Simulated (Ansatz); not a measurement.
The cluster Rb2F3⁻. Charge -1, multiplicity 1. Geometry PBE0-D4/def2-SVPD.

```xyz
5

Rb   -0.027   -2.655   -0.410
Rb    0.004    1.079    0.162
F    -0.315   -0.731   -1.960
F     0.269   -1.284    1.644
F     0.070    3.590    0.563
```

In the def2 sets Rb takes a core potential; there is no spin–orbit coupling. LC-ωPBE has ω = 0.4 bohr⁻¹. B3LYP takes the VWN-RPA correlation. The structure comes from a short search, and lower isomers may exist.

Task: Estimate the orbital energies around the gap (eV) in Ansatz with LDA (SPW92)/def2-TZVPD, PBE-D4/def2-TZVPD, r2SCAN-D4/def2-TZVPD, B3LYP-D4/def2-TZVPD, LC-ωPBE/def2-TZVPD.

Result: 
| orbital | LDA (SPW92)/def2-TZVPD | PBE-D4/def2-TZVPD | r2SCAN-D4/def2-TZVPD | B3LYP-D4/def2-TZVPD | LC-ωPBE/def2-TZVPD |
| --- | --- | --- | --- | --- | --- |
| HOMO−9 | -9.74 | -9.70 | -10.15 | -11.06 | -14.37 |
| HOMO−8 | -2.36 | -2.06 | -2.30 | -3.59 | -6.74 |
| HOMO−7 | -2.24 | -1.96 | -2.23 | -3.48 | -6.63 |
| HOMO−6 | -2.23 | -1.95 | -2.21 | -3.48 | -6.62 |
| HOMO−5 | -2.22 | -1.95 | -2.19 | -3.47 | -6.61 |
| HOMO−4 | -2.20 | -1.92 | -2.18 | -3.46 | -6.59 |
| HOMO−3 | -2.17 | -1.89 | -2.14 | -3.42 | -6.54 |
| HOMO−2 | -0.63 | -0.39 | -0.61 | -1.87 | -4.99 |
| HOMO−1 | -0.62 | -0.37 | -0.59 | -1.86 | -4.98 |
| HOMO | -0.60 | -0.35 | -0.56 | -1.85 | -4.95 |
| LUMO | 1.31 | 1.25 | 1.70 | 1.42 | 2.02 |
| LUMO+1 | 2.03 | 1.99 | 2.14 | 1.97 | 2.23 |
| LUMO+2 | 2.06 | 2.04 | 2.19 | 2.04 | 2.31 |
| LUMO+3 | 2.10 | 2.07 | 2.21 | 2.05 | 2.36 |
| LUMO+4 | 2.66 | 2.62 | 2.78 | 2.62 | 2.94 |
| LUMO+5 | 2.68 | 2.64 | 2.80 | 2.63 | 2.94 |
